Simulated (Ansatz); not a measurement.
Isolated molecules relaxed with PBE0-D4/def2-TZVP in Ansatz; ΔE leaves out vibrations. CBS: MP2 limit from def2 TZ/QZ plus the TZ coupled-cluster correction, frozen cores. For Zn outer-core shells are correlated without core-valence functions, which leaves a few kJ/mol of doubt a bond. Scalar relativity is left out up to krypton. Each species was taken in one conformer, which may not be the lowest.

Consider the formal exchange of groups at a Zn–O bond: `[OH][Zn][O][SiH3]` + `COC=O` → `C[O][Zn][OH]` + `O=CO[SiH3]`.

```json
{"species": "`[OH][Zn][O][SiH3]`", "MP2/CBS(def2) energy (Eh)": "-2220.28388"}
{"species": "`COC=O`", "MP2/CBS(def2) energy (Eh)": "-228.79758"}
{"species": "`C[O][Zn][OH]`", "MP2/CBS(def2) energy (Eh)": "-1969.20125"}
{"species": "`O=CO[SiH3]`", "MP2/CBS(def2) energy (Eh)": "-479.85893"}
```

Problem. Work out ΔE.

Solution. ΔE = (-1969.20125) + (-479.85893) − (-2220.28388) − (-228.79758) = 0.02128 Eh = +55.9 kJ/mol. CCSD(T)/CBS gives +54.7 kJ/mol.

Largest T1 diagnostic among the species: 0.017.

From r2SCAN to r2SCAN0 (25 % exact exchange), in def2-TZVPP and without D4, ΔE moves by +3.2 kJ/mol. Leaving LDA and LC-ωPBE aside and taking each functional with its dispersion term where it has one, the values, not all of them listed here, spread over 11.7 kJ/mol, from revPBE-D4 to BHLYP-D4.
